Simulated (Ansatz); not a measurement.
Si15⁻. Total charge -1; doublet. Geometry r2SCAN-D4/def2-SVP, loosely relaxed, that of the neutral singlet.

```xyz
15

Si   -1.6025   -2.0593    0.9003
Si    0.0019    1.1887   -1.8270
Si    2.2400   -0.1299    3.0329
Si   -2.0767   -0.4029   -0.7665
Si    1.7569    2.2736    2.4445
Si    0.0398    0.8400    3.6587
Si   -2.5364   -1.8679   -2.6638
Si    2.4025    0.8761   -1.5801
Si    1.7940    0.5755    0.6814
Si    0.1661   -0.7546    1.7802
Si   -0.6564   -0.5335   -3.2439
Si   -0.6338   -2.3839   -1.2255
Si   -0.2877    1.5206    1.3328
Si    1.1882   -1.0996   -2.0231
Si   -1.7959    1.9573   -0.5009
```

The geometry of the charge -1 doublet is only loosely relaxed. The structure comes from a short search, and lower isomers may exist.

Question: Estimate the α-spin orbital energies around the gap (eV) in Ansatz with PBE-D4/def2-SVP, PBE0-D4/def2-SVP.

Answer: 
| orbital | PBE-D4/def2-SVP | PBE0-D4/def2-SVP |
| --- | --- | --- |
| HOMO−5 | -2.83 | -3.72 |
| HOMO−4 | -2.58 | -3.44 |
| HOMO−3 | -2.51 | -3.35 |
| HOMO−2 | -2.15 | -2.94 |
| HOMO−1 | -2.06 | -2.84 |
| HOMO | -0.86 | -1.48 |
| LUMO | -0.46 | 0.01 |
| LUMO+1 | -0.30 | 0.15 |
| LUMO+2 | -0.04 | 0.48 |
| LUMO+3 | 0.22 | 0.75 |
| LUMO+4 | 0.48 | 0.98 |
| LUMO+5 | 0.71 | 1.30 |
| β HOMO | -1.98 | -2.73 |
| β LUMO | -0.54 | -0.02 |
